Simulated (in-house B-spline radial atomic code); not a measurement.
Configurations of Ag5+, with energies counted from [Kr] (4d3/2)4 (4d5/2)2. Computed with a B-spline radial code for spherical atoms: Dirac-Hartree-Fock, average of each configuration as written, Fermi nucleus of rms radius 4.5454 fm. Energies include first-order Breit, QED and recoil terms.

Occupations are held fixed; configurations that lie above the ionisation limit could autoionise.

```tsv
configuration	E - E(ref) (eV)	highest orbital	its <r> (bohr)
[Kr] (4d3/2)1 (4d5/2)5	2.2462	4d5/2	1.159
[Kr] (4d3/2)2 (4d5/2)3 5s1	25.069	5s1/2	2.07
[Kr] (4d3/2)2 (4d5/2)3 8s1	72.289	8s1/2	8.713
[Kr] (4d3/2)1 (4d5/2)4 (6g7/2)1	73.312	6g7/2	7.275
[Ar] 3d10 4s2 (4p1/2)1 (4p3/2)4 (4d3/2)2 (4d5/2)4 5s1	89.02	5s1/2	2.062
[Ar] 3d10 4s2 (4p1/2)1 (4p3/2)4 (4d3/2)3 (4d5/2)3 (4f7/2)1	115.78	4f7/2	2.107
[Ar] 3d10 4s2 (4p1/2)2 (4p3/2)3 (4d3/2)4 (4d5/2)2 (5g7/2)1	122.73	5g7/2	4.537
```

(1) Order these further configurations by energy, lowest first.
A. [Ar] 3d10 4s2 (4p1/2)2 (4p3/2)3 (4d3/2)1 (4d5/2)5 (6f5/2)1
B. [Kr] (4d3/2)4 (4d5/2)1 (7p3/2)1
C. [Kr] (4d3/2)2 (4d5/2)3 (7g9/2)1
D. [Ar] 3d10 4s2 (4p1/2)2 (4p3/2)3 (4d3/2)4 (4d5/2)2 (6g9/2)1
E. [Kr] (4d5/2)6

(2) How far above the reference does [Kr] (4d3/2)2 (4d5/2)3 (8p1/2)1 lie?

(3) How far above the reference does [Ar] 3d10 4s2 (4p1/2)2 (4p3/2)3 (4d3/2)4 (4d5/2)3 lie?

## Answers

(1) E (2.2646 eV), B (65.775 eV), C (76.361 eV), D (128.73 eV), A (132.16 eV).

(2) 73.426 eV; its least bound orbital is 8p1/2 with <r> = 9.321 bohr.

(3) 58.23 eV; its least bound orbital is 4d5/2 with <r> = 1.159 bohr.
